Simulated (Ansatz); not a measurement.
C2H3Cl2NSi, SMILES `C[Si](Cl)(Cl)C#N`, relaxed with RKS PBE0-D4/def2-TZVP in Ansatz from a PBE-D4/def2-SVP geometry. The force threshold is 0.005 eV/Å; the program also tests the step.

Charge 0, multiplicity 1.

Start:

```xyz
9

C     1.141    0.034   -0.621
Si   -0.618    0.256   -0.061
Cl   -1.034    2.230    0.379
Cl   -1.958   -0.444   -1.468
C    -0.933   -0.711    1.496
N    -1.098   -1.331    2.479
H     1.836    0.391    0.166
H     1.322    0.612   -1.549
H     1.342   -1.037   -0.821
```

```csv
step,energy (eV),largest force (eV/Å),largest move (Å)
1,-36525.5902,2.484,0.000
2,-36525.6592,0.205,0.037
3,-36525.6613,0.066,0.014
4,-36525.6615,0.016,0.004
5,-36525.6615,0.007,0.001
6,-36525.6615,0.004,0.004
```

End:

```xyz
9

C     1.126    0.033   -0.612
Si   -0.614    0.257   -0.065
Cl   -1.024    2.200    0.369
Cl   -1.933   -0.432   -1.448
C    -0.923   -0.704    1.481
N    -1.074   -1.316    2.444
H     1.810    0.384    0.164
H     1.308    0.601   -1.526
H     1.324   -1.023   -0.807
```

Run time 8.5 s (2 threads of an AMD EPYC 7R13 on a shared host and a share of an NVIDIA H100 80 GB); peak host memory 0.91 GiB.
